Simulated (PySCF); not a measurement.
Static polarisabilities and like-pair C6 coefficients by linear response at wB97X-D/def2-SVPD (PySCF, frozen core in the response, non-relativistic, gas phase), PBE0-D3(BJ)/def2-SVP geometries, one conformer each; atomic units unless stated. Spin–orbit coupling is left out although an atom past zinc is present.

```
label                    species     α    C6
    P               `CCO[SiH2]C`  69.5  1978
    Q   `C=C[C@](F)(OC)C(F)(F)F`  68.4  2325
    R         `CN(C)C1=CC=NC=C1`  99.1  3794
    S  `CC(C)(C)[P@@]1(=O)C=C1F`  93.5  3807
    T             `[SiH2](COC)C`  71.3  2043
    U  `C#C[CH2][GeH2][O][SiH3]`  94.6  3218
```

**Question.** Estimate the unlike-pair coefficients by the rule C6(AB) = 2·C6(AA)·C6(BB) / [C6(AA)·αB/αA + C6(BB)·αA/αB], and compare with the geometric mean, for PQ, PR, PS, PT, QS, RS, SU and TU.

**Answer.** 
```json
{"pair": "PQ", "combination rule": "2135", "geometric mean": "2145", "ratio": "0.995"}
{"pair": "PR", "combination rule": "2739", "geometric mean": "2740", "ratio": "1.000"}
{"pair": "PS", "combination rule": "2743", "geometric mean": "2744", "ratio": "1.000"}
{"pair": "PT", "combination rule": "2010", "geometric mean": "2010", "ratio": "1.000"}
{"pair": "QS", "combination rule": "2969", "geometric mean": "2975", "ratio": "0.998"}
{"pair": "RS", "combination rule": "3794", "geometric mean": "3801", "ratio": "0.998"}
{"pair": "SU", "combination rule": "3484", "geometric mean": "3501", "ratio": "0.995"}
{"pair": "TU", "combination rule": "2560", "geometric mean": "2564", "ratio": "0.998"}
```

The rule is exact for one-pole polarisabilities and never exceeds the geometric mean; the two meet where both partners have the same effective excitation energy. These unlike-pair values are estimates, not computed integrals.
